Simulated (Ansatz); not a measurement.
`FC(F)OC(F)(F)F`, relaxed with RKS PBE0-D4/def2-TZVP in Ansatz from a GFN2-xTB geometry. The force threshold is 0.005 eV/Å; the program also tests the step.

The species carries charge 0 and has multiplicity 1.

Start:

```xyz
9

F     1.350    0.546    1.010
C     0.693   -0.597    0.790
F    -0.220   -0.708    1.763
O     0.110   -0.625   -0.453
C    -0.632    0.433   -0.860
F    -1.465    0.892    0.063
F     0.121    1.459   -1.251
F    -1.347    0.047   -1.904
H     1.389   -1.447    0.842
```

Problem. By how much does the energy fall, and how many steps does the optimiser take? (Estimate.)

Solution. The calculation gave: 2.06 kJ/mol, in 6 steps.

Problem. Which bonds change most? (Estimate.)

Solution. Computed: O4–C5 from 1.354 to 1.366 Å; C2–H9 from 1.100 to 1.090 Å; C2–O4 from 1.373 to 1.380 Å; C5–F7 from 1.332 to 1.327 Å.

Problem. Give the relaxed structure. (Best estimate.)

Solution. Computed: 
```xyz
9

F     1.293    0.568    1.051
C     0.690   -0.601    0.806
F    -0.218   -0.799    1.770
O     0.097   -0.617   -0.440
C    -0.633    0.453   -0.874
F    -1.423    0.952    0.067
F     0.151    1.429   -1.314
F    -1.375    0.027   -1.879
H     1.418   -1.412    0.815
```
